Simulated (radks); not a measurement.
The numbers below are computed, except where a source is named.
Q: Ionisation of neutral cobalt, [Ar] 3d7 4s2, to Co+, [Ar] 3d8, under several functionals. Scalar-relativistic Kohn-Sham, spin-polarised, spherical densities, finite nucleus; open shells are filled with parallel spins first; a radial shooting solver on a logarithmic mesh with Libxc functionals. Known Delta-SCF values: exchange-only r2SCAN 7.597 eV. What does AM05 give, and what is its highest occupied eigenvalue?

A: 7.597 eV by Delta-SCF; the 4s eigenvalue is -5.140 eV. NIST: 7.881 eV (measured).
